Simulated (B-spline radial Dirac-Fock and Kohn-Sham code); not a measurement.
**Ta: eigenvalues, ΔSCF and the reference**

System: neutral tantalum, 1s2 2s2 2p6 3s2 3p6 3d10 4s2 4p6 4d10 4f14 5s2 5p6 5d5 (not the ground configuration).

The density-functional columns are spherical, spin-unpolarised Dirac-Kohn-Sham results without Breit or QED terms: −ε is minus the orbital energy of the initial state and ΔSCF the difference of two total energies. The reference in the last column comes from Dirac-Fock energy differences between relaxed states, corrected for Breit and QED terms. All numbers are from a radial atomic solver, in eV; a selection of levels is shown. The Kohn-Sham columns are given as differences from the reference. For the 1s level of heavy atoms much of the gap between ΔSCF and the reference is the Breit and QED part, -333.6 eV here; for other levels the error of the functional can be larger.

```
     level  LDA −ε − DF  LDA ΔSCF − DF  Dirac-Fock
    K (1s)       -218.0         +322.5     67412.2
   L1 (2s)       -153.1          -57.6     11689.7
L2 (2p1/2)       -106.7          +17.2     11138.3
L3 (2p3/2)       -119.6          -13.1      9882.4
   M1 (3s)        -76.5          -51.7      2716.5
M2 (3p1/2)        -59.3          -32.3      2473.7
M3 (3p3/2)        -58.5          -34.4      2199.8
M4 (3d3/2)        -37.1           -7.2      1795.2
M5 (3d5/2)        -38.2           -9.4      1736.8
   N1 (4s)        -38.5          -28.7       573.7
N2 (4p1/2)        -31.0          -21.3       473.2
N3 (4p3/2)        -31.2          -21.9       410.2
N4 (4d3/2)        -19.4          -10.4       245.0
N5 (4d5/2)        -19.5          -10.6       233.4
N6 (4f5/2)         -3.4           +4.4       26.50
N7 (4f7/2)         -3.5           +4.2       24.61
   O1 (5s)         -8.1           -2.9       78.16
O2 (5p1/2)         -4.1           +0.7       47.22
O3 (5p3/2)         -4.3           +0.3       38.71
 O4,5 (5d)         -1.2           +2.1        3.43
```

Values without a named source are computed, but for edge energies of neutral atoms, which are taken from tables.
